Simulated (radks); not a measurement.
The numbers below are computed, except where a source is named.
The mean radii <r> (bohr) of the occupied orbitals of an atom or ion are listed with their occupations. Level of theory: Dirac Kohn-Sham, PBE, spin-unpolarised, spherical densities, finite nucleus; Fermi nuclear charge, rms radius of each element as measured or else 0.836 A^(1/3) + 0.57 fm (a radial shooting solver on a logarithmic mesh with Libxc functionals).

orbital  occ.      <r>
1s1/2       2  0.02363
2s1/2       2   0.1005
2p1/2       2  0.08422
2p3/2       4  0.09063
3s1/2       2   0.2659
3p1/2       2   0.2556
3p3/2       4   0.2680
3d3/2       4   0.2394
3d5/2       6   0.2433
4s1/2       2   0.6038
4p1/2       2   0.6189
4p3/2       4   0.6459
4d3/2       4   0.6872
4d5/2       6   0.6963
5s1/2       2    1.321
5p1/2       2    1.414
4f5/2       2   0.8316

Name the element and its charge. Open shells, if any, fill j = l - 1/2 first.

Answer. Z = 60, neodymium, charge +8: Nd8+ in [Kr] 4d10 4f2 5s2 5p2. The 1s radius gives Z: for a bare nucleus <r> = (2 gamma + 1)/(2Z) with gamma = sqrt(1 - (Z/c)^2), 0.02332 bohr for Z = 60, and screening makes it slightly larger (0.02363 here). The occupations add up to 52, and the charge is Z minus that.
